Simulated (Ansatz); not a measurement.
Calculated with Ansatz (gas phase, PBE0-D4/def2-TZVP geometries, no zero-point term in ΔE). CCSD(T)/CBS is the MP2 limit (def2-TZVPP, def2-QZVPP) plus CCSD(T) − MP2 in def2-TZVPP, frozen cores. This one scheme is used for every species. DFT in def2-TZVPP. For Br outer-core shells are correlated without core-valence functions, which leaves a few kJ/mol of doubt a bond. Scalar relativity is left out up to krypton. Each species was taken in one conformer, which may not be the lowest.

Consider the substitution at a C–C bond: `CCCC` + HBr → `CCBr` + `CC`.

| level | ΔE (kcal/mol) |
| --- | --- |
| CAM-B3LYP-D4 | 2.1 |
| HF/def2-SVP | 3.5 |
| MP2/def2-TZVPP | 1.8 |
| CCSD/CBS(def2) | 2.2 |

What does CCSD(T)/CBS give? (Best estimate.)

Computed: +2.0 kcal/mol. The listed levels differ from it by 0.1, 1.5, -0.2, 0.2 kcal/mol.

Largest T1 diagnostic among the species: 0.008.

Leaving LDA and LC-ωPBE aside and taking each functional with its dispersion term where it has one, the values, not all of them listed here, spread over 1.9 kcal/mol, from BLYP-D4 to CAM-B3LYP-D4. LDA lies +3.1 kcal/mol from PBE without D4. At CCSD(T), def2-SVP lies +4.1 kcal/mol from the extrapolated value and def2-TZVPP +0.2 kcal/mol.
